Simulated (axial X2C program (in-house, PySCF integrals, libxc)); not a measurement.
**OsH: from the spin-free to the two-component result**

Calculated with an in-house relativistic program for diatomic molecules. Spin-free means the one-electron spin-free X2C Hamiltonian; two-component (2c) means X2C with spin–orbit coupling and atomic mean-field two-electron Coulomb and Gaunt terms, so the difference of the two also holds small scalar two-electron terms. Basis: Os dyall-v3z [13s14p9d6f2g], H dyall-v3z [6s2p1d] (cores contracted in-house); Gaussian nuclei, density fitting, unrestricted open shells. Masses: Os 191.961 u, H 1.008 u.

Spin-free state: M_S = 3/2, Λ = 0 (beyond evenly filled blocks: σα, δ+α, δ-α); fragments Os + H.

| level | Re (Å) | ωe (cm⁻¹) | De (eV) | μ (D) |
| --- | --- | --- | --- | --- |
| PBE0 | 1.580 | 2245.7 | 2.723 | -1.62 |
| r2SCAN | 1.580 | 2261.1 | 2.997 | -1.48 |

Dipoles are positive if H is the positive end.

Two-component determinant lowest at the distance of the search:

Ω = 5/2 (⟨Sz⟩ = 1.42, ⟨Lz⟩ = 1.08 at PBE0); fragments Os + H.

```json
{"level": "PBE0", "Re (Å)": "1.578", "ωe (cm⁻¹)": "2256.6", "De (eV)": "2.581", "μ (D)": "-1.19"}
{"level": "r2SCAN", "Re (Å)": "1.573", "ωe (cm⁻¹)": "2281.3", "De (eV)": "n/a", "μ (D)": "-0.91"}
```

Problem. From the two tables, how do the constants change at the PBE0 level (2c against spin-free)?

Solution. At the PBE0 level Re goes down by 0.002 Å and ωe rises by 10.9 cm⁻¹; De changes by -0.142 eV. The two determinants differ in configuration, so these shifts compare two states and are not the spin–orbit effect on one state.

One determinant describes the state; a PBE0 search over occupations chose it and may have missed a lower one. Dissociation energies refer to the lowest single-determinant-based atoms at the same level and basis. De is not given where an atomic determinant may have missed its ground term or J level, or where the truncated virtual space spoils (T). Density functionals use the spin component along the axis (collinear). PBE0 can misorder states that lie within some tenths of an eV, so this need not be the ground state of the molecule. The nearest other spin-free determinant of the search, M_S = 3/2, Λ = 1, lies 0.09 eV up at the distance of the search. Without a current term, density functionals place determinants with orbital angular momentum somewhat too high. With several unpaired electrons one determinant need not be a pure state.
